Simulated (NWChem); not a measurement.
1,3,5-triazine (C$_{3}$H$_{3}$N$_{3}$); SMILES c1ncncn1

```xyz
9

C      0.9126     0.9126     0.0000
N      1.3184    -0.3533     0.0000
C      0.3340    -1.2466     0.0000
N     -0.9652    -0.9652     0.0000
C     -1.2466     0.3340     0.0000
N     -0.3533     1.3184     0.0000
H      1.6885     1.6885     0.0000
H      0.6180    -2.3066     0.0000
H     -2.3066     0.6180     0.0000
```
Atoms are numbered in this order, from 1.

Computed with NWChem. Pople sets run with spherical d functions. Geometry: optimised at PBE0/def2-SVP. B3LYP is NWChem's, with the RPA form of VWN correlation.

Taking B3LYP/aug-cc-pVTZ as the yardstick, which of these has the fewest basis functions while keeping “highest occupied level (eV)” within 0.2 eV of it: B3LYP/6-31G*; B3LYP/def2-TZVP; B3LYP/6-311++G**; B3LYP/STO-3G; B3LYP/def2-SVP; B3LYP/def2-SVPD; B3LYP/6-31+G*; B3LYP/3-21G?

B3LYP/6-31+G*.
```json
[
 {"level": "B3LYP/STO-3G", "basis functions": "33", "highest occupied level (eV)": "-5.30"},
 {"level": "B3LYP/3-21G", "basis functions": "60", "highest occupied level (eV)": "-7.29"},
 {"level": "B3LYP/6-31G*", "basis functions": "90", "highest occupied level (eV)": "-7.54"},
 {"level": "B3LYP/def2-SVP", "basis functions": "99", "highest occupied level (eV)": "-7.65"},
 {"level": "B3LYP/6-31+G*", "basis functions": "114", "highest occupied level (eV)": "-7.90"},
 {"level": "B3LYP/def2-SVPD", "basis functions": "144", "highest occupied level (eV)": "-7.89"},
 {"level": "B3LYP/6-311++G**", "basis functions": "153", "highest occupied level (eV)": "-7.92"},
 {"level": "B3LYP/def2-TZVP", "basis functions": "204", "highest occupied level (eV)": "-7.84"},
 {"level": "B3LYP/aug-cc-pVTZ", "basis functions": "345", "highest occupied level (eV)": "-7.88"}
]
```

The yardstick is one finite set, not the basis-set limit.
